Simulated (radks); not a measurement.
Initial-state core-level shifts of the praseodymium ion Pr3+ when its valence configuration changes from [Xe] 4f2. All-electron calculation, Dirac Kohn-Sham, PBE, spin-unpolarised, spherical densities, point nucleus; open shells fill j = l - 1/2 first. Program: a radial shooting solver on a logarithmic mesh with Libxc functionals. Shifts are changes of the shell-averaged eigenvalues in eV (positive: less bound).

valence,1s,3p,4p,5s
4f1 5d1,-7.710,-9.747,-8.575,-3.724
4f1 6s1,-10.936,-13.061,-11.793,-6.590
4f1 6p1,-11.786,-13.926,-12.652,-7.404
4f1 5d0.5 6s0.5,-9.305,-11.386,-10.168,-5.153
5d0.5 6s1.5,-21.382,-25.957,-22.970,-11.931
4f1.5 6p0.5,-5.718,-6.736,-6.164,-3.668
4f1.5 5d0.5,-3.741,-4.713,-4.181,-1.851
4f1.5 6s0.5,-5.288,-6.299,-5.730,-3.254
5d1.5 6s0.5,-17.915,-22.385,-19.536,-8.957
